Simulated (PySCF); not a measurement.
C2H10Cl2Si3, SMILES C[SiH](C)[SiH2][SiH](Cl)Cl at its GFN2-xTB optimised geometry (Å):

```
17

Si     0.1592    -0.7276    -2.0627
Cl    -1.8749    -0.6625    -2.2003
Cl     0.6789    -2.6957    -2.1883
Si     0.8244     0.1004     0.0000
Si    -0.0608    -1.0285     1.8522
C     -1.9624    -1.0472     1.7435
C      0.4535    -0.1671     3.4738
H      0.6100    -0.1587    -3.3319
H      0.4882     1.5356     0.0000
H      2.2970     0.1004     0.0000
H      0.4069    -2.4274     1.9242
H     -2.4087    -1.5764     2.5808
H     -2.2970    -1.5356     0.8331
H     -2.3698    -0.0396     1.7394
H      0.0401    -0.6686     4.3443
H      1.5335    -0.1559     3.5847
H      0.1128     0.8642     3.4980
```

Level of theory: PySCF with B3LYP/def2-SVP. Cells within 0.4 Å of a nucleus heavier than hydrogen are left out (blank, or x).

Map of the HOMO−1 amplitude (bohr^(-3/2)) on the plane z = 0.0 Å; orbital energy -8.26 eV, overall sign arbitrary:

```
|4444444444444444444444444444444|
|4444444444444444444444444444444|
|4444444444444444444444444444444|
|4444444444444444444444444444444|
|4444444444444444454444444444444|
|4444444444444455555555444444444|
|4444444444444555555555554444444|
|4444444444444555555555555444444|
|4444444444445555666655555544444|
|4444444444445556787665555554444|
|4444444444444556898766555555444|
|4444444444444456787776665555544|
|4444444444444445667777766555544|
|4444444444444444456778877655544|
|44444444444443323xx578997655544|
|44444444444433212xxx68997655544|
|4444444444443310024456776655544|
|4444444444443320001245666555544|
|4444444444444321001234555555444|
|4444444444444332222334455554444|
|4444444444444433333344444444444|
|4444444444444443333444444444444|
|4444444444444444444444444444444|
|4444444444444444444444444444444|
|4444444444444444444444444444444|
|4444444444444444444444444444444|
|4444444444444444444444444444444|
|4444444444444444444444444444444|
|4444444444444444444444444444444|
|4444444444444444444444444444444|
|4444444444444444444444444444444|
```
Scale: ten equal steps from -0.120 (start of '0') to 0.129 (end of '9'), in the order '0123456789'; x runs from -4.50 to 4.50, y from -4.50 (bottom) to 4.50 (top).
